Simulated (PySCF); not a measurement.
Choosing a molecule for a target property.

Each SMILES stands for a single optimised conformer of the isolated species, non-relativistic unless stated; the electronic structure was computed with PySCF and density fitting.

Dipoles, sizes and rotational constants follow the conformer. The torsions of the flexible species, by atom-mapped SMILES:
- `[O:1]=[P:2]1([CH2:3][SiH3:4])[CH2:5][CH2:6][CH2:7]1`: O1–P2–C3–Si4 -60°
- `[CH2:1]=[CH:2][c:3]1[p:4][c:5]([F:6])[cH:7][s:8]1`: C1–C2–C3–P4 180°

The conformers of `C#C[PH+]1CCOCC1` aren't listed.

**Question.** Wanted: HOMO–LUMO gap below 7 eV (B3LYP/def2-SVPD) and static isotropic polarisability below 100 au (B3LYP/def2-SVPD), at GFN2-xTB geometries. Which candidate meets both?
A. `C(P1(=O)CCC1)[SiH3]`
B. `C=Cc1pc(F)cs1`
C. `Cc1cc[nH]n1`
D. `C#C[PH+]1CCOCC1`

**Answer.** D. Computed values:
```
            species  HOMO–LUMO gap  static isotropic polarisability
      C=Cc1pc(F)cs1        4.10 eV                         107.0 au
    C#C[PH+]1CCOCC1        6.93 eV                          87.0 au
        Cc1cc[nH]n1        7.20 eV                          59.3 au
C(P1(=O)CCC1)[SiH3]        7.32 eV                          98.0 au
```
